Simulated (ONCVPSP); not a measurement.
# boron (B), ONCV: configuration errors across variants

ONCVPSP 4.0.1 input, shortened (lines: element, Z, core and valence counts, functional; n l f; lmax; l rc ep ncon nbas qcut; lloc lpopt rc5 dvloc0; l nproj debl; icmod fcfact rcfact), LDA (Perdew-Wang 92), fully relativistic:

```
  B 5.00    1    2  -001012      upf
    1    0    2.00
    2    0    2.00
    2    1    0.75
    2
    0    1.00    0.00    3    7    6.00
    1    4.00    0.00    5    8    4.10
    2    3.10    0.24    5   10    3.30
    4    5    0.80   -1.00
    0    3    1.20
    1    2    0.50
    2    2    1.20
    3    3.50    1.20
```

Open shells are filled in proportion to 2j + 1.

All-electron excitation energies from the reference (eV): (1) 2s2 2p1 -1.190; (2) 2s2 2p0 7.131; (3) 2s1 2p0 32.429; (4) 2s1 2p1 13.086.

A true bound ghost makes a file unfit for plane-wave use even where its test errors are small: the radial tests pick states by their node count and pass the ghost by.

Errors AE − PS in meV (a dash: test not solved or not reliable):

```csv
change,(1),(2),(3),(4),bound ghosts,GHOST(+) flags above zero
base,+5.8,+120,+411,-72,"s, d5/2, d3/2","s, p3/2, p1/2"
"core correction Teter function, fcfact 3.5, rcfact 1",+5.8,+120,+422,-71,"s, d5/2, d3/2","s, p3/2, p1/2"
"core correction Teter function, fcfact 3.5, rcfact 1.32",+5.8,+119,+403,-73,"s, d5/2, d3/2","s, p3/2, p1/2"
"core correction Teter function, fcfact 3.5, rcfact 1.46",+5.8,+119,+389,-75,"s, d5/2, d3/2","s, p3/2, p1/2"
"core correction Teter function, fcfact 3.5, rcfact 1.64",+5.7,+118,+365,-78,"s, d5/2, d3/2","s, p3/2, p1/2"
"core correction Teter function, fcfact 3.5, rcfact 2.06",+5.5,+112,+278,-88,"s, d5/2, d3/2","s, p3/2, p1/2"
```

Give the same row for: core correction Teter function, fcfact 3.5, rcfact 1.88.

+5.7, +115, +321, -84; bound ghosts: s, d5/2, d3/2; GHOST(+) flags above zero: s, p3/2, p1/2.
